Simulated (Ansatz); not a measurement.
```yaml
crystal:
  periodic: [false, false, false]
  atoms:
    - {symbol: C, position_ang: [0.306985, -2.539170, -0.784336]}
    - {symbol: C, position_ang: [0.819782, -1.161919, -0.256111]}
    - {symbol: B, position_ang: [-0.214129, -0.067315, 0.100100]}
    - {symbol: Cl, position_ang: [-1.937795, -0.549111, 0.319014]}
    - {symbol: C, position_ang: [0.122308, 1.429031, 0.171318]}
    - {symbol: C, position_ang: [-0.782703, 2.410302, 0.933645]}
    - {symbol: H, position_ang: [-0.166198, -2.449398, -1.784802]}
    - {symbol: H, position_ang: [-0.445142, -3.013395, -0.156700]}
    - {symbol: H, position_ang: [1.191407, -3.210954, -0.968566]}
    - {symbol: H, position_ang: [1.565002, -0.737312, -0.858146]}
    - {symbol: H, position_ang: [1.297407, -1.296286, 0.669220]}
    - {symbol: H, position_ang: [1.167952, 1.533663, 0.584189]}
    - {symbol: H, position_ang: [0.250980, 1.733387, -0.871861]}
    - {symbol: H, position_ang: [-1.774319, 2.399559, 0.398018]}
    - {symbol: H, position_ang: [-0.907950, 2.092811, 1.898317]}
    - {symbol: H, position_ang: [-0.436412, 3.382965, 0.885137]}
basis:
  gaussian: {orbitals: cc-pVTZ-PP, point_charges: [{charge: 1.00, position_ang: [6.352, -0.335, 0.554]}]}
hamiltonian: {xc: {name: B2PLYP}}
```

```sh
$ ansatz run in.yaml --threads 4 --pin off --events-out ev --progress --plain --max-ram 11315MiB
```

Output, abridged:

```
Functional definition: B2PLYP
  name "B2PLYP"
  cite "Grimme, J. Chem. Phys. 124, 034108 (2006) doi:10.1063/1.2148954"
  cite "Becke, Phys. Rev. A 38, 3098 (1988) doi:10.1103/PhysRevA.38.3098"
  cite "Lee, Yang & Parr, Phys. Rev. B 37, 785 (1988) doi:10.1103/PhysRevB.37.785"
  parameter a = 0.53
  parameter c = 0.27
  exchange = (1 - a)*b88_x + a*exact_x
  correlation = (1 - c)*lyp_c + c*(mp2_os + mp2_ss)
Error: <dir> the basis set cc-pVTZ-PP has no functions for C
```

Problem. What is wrong with this run?

Solution. The basis set is misnamed or doesn't suit the job. The program refused the input.
